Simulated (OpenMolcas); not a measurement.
# Au5+: effect of correlating more closed shells

```yaml
Program: OpenMolcas
Basis: ANO-R3 [9s7p6d4f2g2h]
Scalar_Hamiltonian: X2C, finite nucleus
Active_space: 6 electrons in 5 orbitals (5d)
State_averaging: 2S+1 = 5 even, 5 roots; 2S+1 = 3 even, 45 roots; 2S+1 = 1 even, 50 roots
Spin-orbit_coupling: RASSI with atomic mean-field integrals over the reference wave functions, term energies averaged over their components
```

Methods on the same reference wave functions:
A. CASSCF
B. MS-CASPT2, IPEA 0.25 Eh, imaginary shift 0.1 Eh (closed shells correlated: none)
C. MS-CASPT2, IPEA 0.25 Eh, imaginary shift 0.1 Eh (closed shells correlated: 5s 5p)

Energies in cm⁻¹ above 5d⁶ ⁵D₄.

| Level | A | B | C |
| --- | --- | --- | --- |
| 5d⁶ ⁵D₄ | 0.0 | 0.0 | 0.0 |
| 5d⁶ ⁵D₃ | 9269 | 9590 | 9590 |
| 5d⁶ ⁵D₁ | 13470 | 13310 | 13430 |
| 5d⁶ ⁵D₀ [67 %] | 13676 | 12820 | 13200 |
| 5d⁶ ³H₆ | 26413 | 26140 | 24900 |
| 5d⁶ ³F₂(1) [59 %] | 32942 | 30380 | 29980 |
| 5d⁶ ¹S₀(1) [59 %] | 39051 | 34640 | 35740 |
| 5d⁶ ³D₁ [70 %] | 41377 | 37170 | 36780 |
| 5d⁶ ³G₄ [51 %] | 41605 | 38960 | 38470 |
| 5d⁶ ³D₂ [62 %] | 42651 | 38260 | 38260 |
| 5d⁶ ³D₃ [68 %] | 45246 | 41140 | 40760 |
| 5d⁶ ¹I₆ | 47331 | 46750 | 45170 |
| 5d⁶ ³P₀(2) | 50776 | 44100 | 43350 |
| 5d⁶ ³P₁(1) [64 %] | 52065 | 49150 | 48800 |
| 5d⁶ ¹F₃ [55 %] | 53105 | 47490 | 46650 |
| 5d⁶ ¹G₄(1) [51 %] | 56259 | 53040 | 52500 |
| 5d⁶ ¹D₂(1) [51 %] | 58288 | 53880 | 53170 |
| 5d⁶ ³P₁(2) | 63751 | 56980 | 57360 |
| 5d⁶ ³F₄(2) | 68432 | 62650 | 62460 |
| 5d⁶ ³F₂(2) | 69369 | 62950 | 62830 |
| 5d⁶ ³F₃(2) [53 %] | 78707 | 73000 | 72520 |
| 5d⁶ ³P₂(2) [68 %] | 78791 | 72310 | 72040 |
| 5d⁶ ¹G₄(2) | 79292 | 73060 | 72300 |
| 5d⁶ ¹D₂(2) | 97005 | 85830 | 85220 |

Between B and C the level of the table that moves most is 5d⁶ ¹I₆, by 1600 cm-1 (lowest in C, highest in B). Moves below CASPT2's spread within the term are not significant.

From A to B the spin-free energies of the other terms of 5d⁶ shown, above ⁵D, scale by factors of 0.81 to 0.96, as is usual when dynamic correlation screens the repulsion within a d or f shell.

The lowest spin-free term lies below A's lowest term by 0.106 hartree in B, 0.409 hartree in C.

What an inner shell adds also hangs on whether the basis holds functions to correlate it.

Term energies are means over components that CASPT2 splits; among the terms shown or strongly mixed into the levels shown the widest spread is 1200 cm-1 (5d⁶ ¹I, C). Without dynamic correlation excited terms often stand tens of per cent too high (terms of higher spin than the ground term too low), and those without a measured partner can miss by more than the paired ones (holds for A). The CASPT2 spread within a term exceeds the gap to the next term for 5d⁶ ³D and 5d⁶ ¹I, 5d⁶ ¹I and 5d⁶ ¹G(1), so the order of their levels is uncertain (holds for C). Levels of configurations outside the active space are missing. Levels that lie high or do not pair safely by name in every column are left out.

A share in square brackets marks a mixed level and gives the weight of the term that names it, the lowest over the columns. A number in round brackets counts repeated terms of one configuration in the order of the reference energies.
